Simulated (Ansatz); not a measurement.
System: C4H2FO, charge 0, multiplicity 2. It need not be the lowest isomer of its formula. 
Structure (B3LYP-D3(BJ)/def2-TZVP (Ansatz, an electronic-structure program) minimum search):
```xyz
8

F      1.9972     0.0703     0.0977
C      0.6981    -0.1103     0.0517
C     -0.0973    -1.1862     0.1494
C     -1.4460    -0.7485     0.0202
C     -1.3575     0.5947    -0.1502
O     -0.0413     1.0039    -0.1331
H     -2.3454    -1.3382     0.0489
H     -2.0825     1.3753    -0.2907
```
Charge 0, spin multiplicity 2.

Total electronic energies in hartree. Cores are frozen in the correlated levels unless marked. UHF or UKS for open shells. No spin-orbit coupling. Non-relativistic. CBS(X,Y): correlation extrapolated as X^-3; Hartree-Fock from the larger set.

The UHF reference is spin-contaminated (<S^2> 0.30 over the pure value in the largest basis). 

```
level                         program  energy (Eh)
----------------------------  -------  -----------
PBE0/def2-TZVPD                Ansatz   -328.33606
BHLYP/def2-TZVPD               Ansatz   -328.51998
r2SCAN0/def2-TZVPD             Ansatz          ___
LC-wPBE/def2-TZVPD             Ansatz          ___
MP2/cc-pwCVTZ                  Ansatz   -328.00186
RI-MP2/cc-pVTZ                 Ansatz   -327.97851
RI-MP2/cc-pVQZ                 Ansatz   -328.08057
CCSD/cc-pVQZ                   Ansatz   -328.10089
CCSD(T)/CBS(cc-pVTZ,cc-pVQZ)   Ansatz    -328.2110
```

Q: Fill in the missing entries.

A: 
- r2SCAN0/def2-TZVPD, energy (Eh): -328.48424
- LC-wPBE/def2-TZVPD, energy (Eh): -328.47686
